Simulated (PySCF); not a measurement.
Species: CH₈BNO.
Bonds: N1–B2, B2–C3, C3–O4. Hydrogens: H5, H6, H7 on N1; H8, H9 on B2; H10, H11 on C3; H12 on O4.

Computed by this run: PySCF 2.14.0, PBE0-D3(BJ)/def2-SVP geometry optimisation, gas phase; density fitting, grid level 1; the optimiser is geomeTRIC in internal coordinates, started from a GFN2-xTB structure with every atom displaced at random (about 0.01 Å).

Step 0: E = -5370.7920 eV
```
atom  x, y, z in Å  |  force x, y, z in eV/Å
N1      1.1638    0.0385    0.2974   -2.011   1.929  -0.398
B2      0.0611    0.1510   -0.9434   -0.232   1.033   0.959
C3     -1.2521    0.7278   -0.1446    1.716  -0.214   0.791
O4     -1.3850   -0.0253    1.0844   -0.367  -0.466  -0.037
H5      1.5815    0.9549    0.4343    0.258  -0.057   0.098
H6      1.8374   -0.6543    0.1719    1.532  -1.484  -0.170
H7      0.5189   -0.1475    1.0771   -0.058  -0.252   0.275
H8      0.5061    0.9008   -1.7728    0.226   0.203  -0.401
H9     -0.1039   -0.9555   -1.3078   -0.146  -1.164  -0.419
H10    -2.1669    0.7127   -0.7000   -0.986  -0.003  -0.661
H11    -1.1014    1.7553    0.2210   -0.056   0.224  -0.179
H12    -1.6864   -0.9093    0.8208    0.125   0.251   0.143
```

Step 1: E = -5370.9109 eV
```
atom  x, y, z in Å  |  force x, y, z in eV/Å
N1      1.1260    0.0743    0.2928    0.455  -0.603  -0.077
B2      0.0359    0.1755   -0.9113   -0.029  -0.131  -0.126
C3     -1.2489    0.7476   -0.1272   -0.524  -0.028  -0.196
O4     -1.4730   -0.0389    1.0587    0.237   0.478   0.316
H5      1.6330    0.9408    0.4603   -0.022   0.095   0.038
H6      1.8138   -0.6823    0.1624   -0.334   0.412   0.073
H7      0.5308   -0.1373    1.1109    0.033   0.051   0.037
H8      0.4995    0.8721   -1.8044   -0.024  -0.002  -0.009
H9     -0.1547   -0.9996   -1.2683    0.053   0.161   0.083
H10    -2.1786    0.7653   -0.7435    0.315  -0.002   0.069
H11    -1.1203    1.7823    0.2345    0.029   0.044   0.038
H12    -1.4904   -0.9507    0.7733   -0.188  -0.474  -0.246
```

**Question.** Estimate the geometry and energy of step 2. (The exact step hangs on the optimiser's Hessian estimate; all steps are aligned on step 1, rigid shifts and turns removed.)

**Answer.** E = -5370.9351 eV, largest force 0.145 eV/Å
```
atom  x, y, z in Å  |  force x, y, z in eV/Å
N1      1.1478    0.0771    0.2892    0.027  -0.113   0.027
B2      0.0360    0.1665   -0.9060   -0.043  -0.022  -0.015
C3     -1.2532    0.7412   -0.1209   -0.054  -0.002  -0.034
O4     -1.4840   -0.0485    1.0631    0.143  -0.025   0.007
H5      1.6410    0.9556    0.4461   -0.039   0.024   0.008
H6      1.8401   -0.6603    0.1554   -0.060   0.069   0.007
H7      0.5716   -0.1333    1.1211    0.016  -0.010  -0.032
H8      0.4875    0.8641   -1.8043   -0.004   0.004  -0.016
H9     -0.1457   -1.0049   -1.2549    0.027   0.040   0.038
H10    -2.1680    0.7729   -0.7440    0.073  -0.009  -0.024
H11    -1.1090    1.7741    0.2452   -0.008   0.001   0.023
H12    -1.5910   -0.9553    0.7484   -0.077   0.043   0.010
```

The energy changes by -0.0242 eV. The first-order estimate −F·Δx gives -0.0387 eV and the mean of the old and new forces, exact on a quadratic surface, -0.0233 eV. The step makes an angle of 78° with the force vector and moves no atom by more than 0.104 Å.

The cost below is that of the whole optimisation. On one thread, Arm Neoverse V1 (aarch64), shared host, this took 25 s and 0.39 GiB of memory at its peak.
